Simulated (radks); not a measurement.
Values are calculated unless marked as measured or tabulated.
Problem. These are the eigenvalues of the occupied orbitals of an atom or ion with whole-number occupations (eV). Level of theory: Dirac Kohn-Sham, BLYP, spin-unpolarised, spherical densities, finite nucleus; Fermi nuclear charge, rms radius of each element as measured or else 0.836 A^(1/3) + 0.57 fm (a radial shooting solver on a logarithmic mesh with Libxc functionals).

orbital  eigenvalue
1s1/2     -2782.375
2s1/2     -281.5815
2p1/2     -221.9255
2p3/2     -220.2200
3s1/2      -45.3214
3p1/2      -32.1680
3p3/2      -32.0002

Which element is it, and in what charge state? The configuration may be excited. Open shells, if any, fill j = l - 1/2 first.

Solution. Z = 17, chlorine, charge +2: Cl2+ in [Ne] 3s1 3p4. The list shows which subshells hold electrons but not how many an open one holds; the 1s level, -102.25 hartree, gives Z - s = 14.3 by -(Z - s)^2/2, which with screening and relativity narrows Z to a few neighbours, and the depths of the outer levels then fix element, charge and occupations together.
